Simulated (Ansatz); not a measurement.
Computed with Ansatz on PBE0-D4/def2-TZVP structures; ΔE is electronic, products minus reactants. CCSD(T)/CBS is the MP2 limit (def2-TZVPP, def2-QZVPP) plus CCSD(T) − MP2 in def2-TZVPP, frozen cores. This one scheme is used for every species. For Zn outer-core shells are correlated without core-valence functions, which leaves a few kJ/mol of doubt a bond. Scalar relativity is left out up to krypton. One conformer a species, not always the lowest.

Reaction (ligand exchange at a Zn–C bond): `CC[CH2][ZnH]` + `C[SiH2]O` → `C[SiH2][O][ZnH]` + `CCC`

`CC[CH2][ZnH]`:

```xyz
12

C     0.726    0.695    1.030
C    -0.415   -0.272    0.766
C    -0.341   -0.925   -0.613
Zn   -0.332    0.316   -2.128
H     0.709    1.534    0.324
H     0.681    1.116    2.038
H     1.695    0.198    0.921
H    -0.409   -1.044    1.547
H    -1.368    0.256    0.882
H     0.568   -1.535   -0.683
H    -1.176   -1.622   -0.750
H    -0.337    1.284   -3.335
```

`C[SiH2]O`:

Z-matrix (Å, degrees):
```
C
Si 1 1.863
H 1 1.093 2 111.0
H 1 1.094 2 110.2 3 119.8
H 1 1.093 2 111.5 3 -120.7
O 2 1.652 1 112.6 3 57.7
H 2 1.492 1 108.9 3 -179.5
H 2 1.483 1 110.6 3 -59.4
H 6 0.957 2 117.7 1 68.6
```

`C[SiH2][O][ZnH]`:

Cartesian coordinates in Å:
```
C 0.516 1.064 1.328
Si -0.544 -0.097 0.329
O 0.223 -0.535 -1.034
Zn 0.156 -1.436 -2.548
H 0.000 1.358 2.246
H 1.460 0.589 1.606
H 0.744 1.970 0.761
H -1.842 0.574 0.010
H -0.869 -1.299 1.157
H 0.155 -2.189 -3.856
```

`CCC`:

Cartesian coordinates in Å:
```
C 0.214 1.121 0.590
C -0.031 0.189 -0.584
C -0.190 -1.261 -0.158
H 1.123 0.842 1.131
H -0.616 1.082 1.303
H 0.325 2.159 0.266
H -0.927 0.511 -1.126
H 0.797 0.272 -1.295
H -0.365 -1.917 -1.014
H -1.033 -1.378 0.529
H 0.705 -1.619 0.358
```

```csv
species,HF/def2-QZVPP energy (Eh)
`CC[CH2][ZnH]`,-1896.12232
`C[SiH2]O`,-405.29096
`C[SiH2][O][ZnH]`,-2183.14803
`CCC`,-118.31654
```

Problem. Work out ΔE.

Solution. ΔE = (-2183.14803) + (-118.31654) − (-1896.12232) − (-405.29096) = -0.05129 Eh = -32.2 kcal/mol. CCSD(T)/CBS gives -26.1 kcal/mol.

Largest T1 diagnostic among the species: 0.015.

In def2-TZVPP, CCSD(T) changes the Hartree–Fock value by +5.3 kcal/mol (the triples alone add +0.8 kcal/mol) and MP2 by +5.6 kcal/mol. From PBE to PBE0 (25 % exact exchange), in def2-TZVPP and without D4, ΔE moves by −1.1 kcal/mol.
